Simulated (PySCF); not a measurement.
## Electron correlation in I(2+) (iodine, charge +2)

[Kr] 4d10 5s1 5p4, high-spin 4P determinant (an excited configuration). Calculation: PySCF 2.14, in aug-cc-pwCVTZ-PP with ECP28MDF; a scalar-relativistic core potential. Frozen: 4s2 4p6 4d10; 5 electrons correlated.

```
  level  correlation energy (mhartree)
   CCSD                         -99.06
    (T)                          -6.13
CCSD(T)                        -105.19
```

Diagnostics: T1 = 0.014, D1 = 0.0297, largest double amplitude 0.204.

Q: Is a single reference adequate?

A: Not fully. A double-excitation amplitude exceeds 0.15, a sign of near-degeneracy.
